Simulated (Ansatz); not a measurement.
This geometry of BClGeH$_{5}$NO (10 atoms, charge 0, multiplicity 1) is a first-order saddle point.

Level of theory: Ansatz 0.2.0, RKS LDA/def2-SVP.

```xyz
10
Properties=species:S:1:pos:R:3
N -1.024 1.431 0.672
B -0.841 0.048 0.757
Cl -1.169 -0.738 2.325
O -0.448 -0.712 -0.294
Ge 1.147 -0.955 -1.030
H -0.894 1.939 -0.205
H -1.351 1.992 1.460
H 0.880 -1.784 -2.298
H 2.042 -1.706 -0.019
H 1.741 0.435 -1.367
```

**Question.** Which two structures does it join? (They come from a converged band through this point; their orientation in space is the band's.)

**Answer.** No bond is made or broken. The dihedral Cl3–B2–O4–Ge5 goes from -174 to 0°.

Image 0:

```xyz
10
Properties=species:S:1:pos:R:3
N -0.408 1.208 0.960
B -0.963 -0.068 0.781
Cl -2.336 -0.535 1.806
O -0.526 -0.981 -0.121
Ge 0.915 -0.815 -1.156
H 0.340 1.581 0.370
H -0.785 1.867 1.643
H 0.669 -1.745 -2.355
H 2.150 -1.232 -0.330
H 1.028 0.669 -1.597
```

Image 6:

```xyz
10
Properties=species:S:1:pos:R:3
N -1.971 0.820 0.536
B -0.647 0.386 0.457
Cl 0.427 0.659 1.869
O -0.155 -0.227 -0.643
Ge 1.538 -0.799 -0.782
H -2.618 0.686 -0.244
H -2.356 1.284 1.358
H 1.577 -1.406 -2.197
H 1.799 -1.863 0.303
H 2.488 0.409 -0.654
```

**Question.** How far does it lie above each of them?

**Answer.** 0.097 eV above the first and 0.252 eV above the second. This is the barrier of this one path; another mechanism may lie lower.

Run time: 72 s on 2 threads of Intel(R) Xeon(R) Platinum 8488C (Sapphire Rapids), on a shared host, peak memory 0.18 GiB.
